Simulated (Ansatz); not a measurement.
`OBCCBr`. Charge 0, multiplicity 1. The geometry is a stationary point of PBE0-D4/def2-TZVP. It is one conformer, not always the lowest.

```xyz
11

O    -1.502   -0.625    0.862
B    -0.174   -0.552    1.110
C     0.785   -0.140   -0.061
C     0.146    0.570   -1.231
Br   -0.400    2.382   -0.742
H    -2.021   -0.908    1.618
H     0.250   -0.857    2.194
H     1.224   -1.082   -0.431
H     1.638    0.431    0.318
H     0.822    0.701   -2.073
H    -0.766    0.080   -1.565
```

(1) What is the dipole moment at ωB97M-V/def2-TZVPP? (An estimate is asked.)

(2) And with PBE, r2SCAN, B3LYP? (Estimate.)

(3) Give the Mulliken charges with ωB97M-V, B3LYP, PBE in def2-TZVPP. (Best estimate.)

Results:

(1) The calculation gave: 2.56 D, with components (0.13, -2.45, 0.73) D in this frame, pointing from negative to positive charge.

(2) The calculation gave: PBE 2.47 D, r2SCAN 2.60 D, B3LYP 2.57 D.

(3) The calculation gave: 
```csv
atom,ωB97M-V,B3LYP,PBE
O1,-0.25,-0.26,-0.22
B2,0.09,0.13,0.11
C3,-0.23,-0.18,-0.20
C4,-0.23,-0.15,-0.15
Br5,-0.13,-0.16,-0.16
H6,0.19,0.20,0.20
H7,0.03,-0.02,-0.03
H8,0.10,0.07,0.08
H9,0.12,0.09,0.09
H10,0.17,0.14,0.14
H11,0.16,0.14,0.13
```

B3LYP here is the variant with VWN-RPA as its local correlation; programs differ in this.

Program: Ansatz 0.2.0.
